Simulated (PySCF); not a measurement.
Correlation energy of N⁺ (nitrogen, charge +1)

[He] 2s1 2p2 3s1, high-spin 5P determinant (an excited configuration). All numbers are calculated (PySCF 2.14, scalar relativity by spin-free X2C-1e, in aug-cc-pVQZ-DK (6s5p4d3f2g, 80 functions)). Frozen: 1s2; 4 electrons correlated.

```tsv
level	correlation energy (mhartree)
CCSD	-23.79
(T)	-0.17
CCSD(T)	-23.96
```

Diagnostics: T1 = 0.0054, D1 = 0.0145, largest double amplitude 0.037.

The outer electron is Rydberg-like, and this basis confines it to a smaller radius and binds it less than a complete one would.

Cost of the coupled-cluster step: about 6 core-seconds, for 4 correlated electrons.
